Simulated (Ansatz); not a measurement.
Relaxation of CH6BNO (10 atoms, charge 0, multiplicity 1), to a largest force component of 0.02 eV/Å in at most 40 steps.

The calculation used RKS B3LYP/6-31G* in Ansatz.

```xyz
10
Properties=species:S:1:pos:R:3
B 0.000 0.000 0.000
N 0.000 0.000 1.550
H -0.877 -0.271 2.080
H 0.877 0.271 2.080
C 1.386 0.000 -0.800
H 1.715 -1.046 -0.970
H 1.249 0.508 -1.777
H 2.155 0.538 -0.208
O -1.221 0.000 -0.705
H -1.731 -0.847 -0.496
```

Question: Where does it end, and by what steps?

Answer: It converged. After 8 steps the energy has fallen by 0.866 eV; O9 moved furthest, 0.50 Å.

```csv
step,energy less start (eV),largest force component (eV/Å),accepted
0,0.0000,2.828,yes
1,-0.5523,1.618,yes
2,-0.6638,3.226,yes
3,-0.7013,2.300,yes
4,-0.8349,0.537,yes
5,-0.8621,0.156,yes
6,-0.8654,0.050,yes
7,-0.8653,0.074,no
8,-0.8657,0.019,yes
```

```xyz
10
Properties=species:S:1:pos:R:3
B 0.035 -0.152 0.017
N -0.039 0.005 1.424
H -0.878 -0.110 1.977
H 0.769 0.245 1.977
C 1.401 0.029 -0.763
H 1.730 -0.931 -1.181
H 1.274 0.709 -1.615
H 2.217 0.417 -0.141
O -1.077 -0.477 -0.738
H -1.878 -0.583 -0.205
```

Time of the run: 33 s on 1 thread of Intel(R) Xeon(R) Platinum 8259CL CPU @ 2.50GHz (Skylake/Cascade Lake) (shared host), peak memory 0.18 GiB.
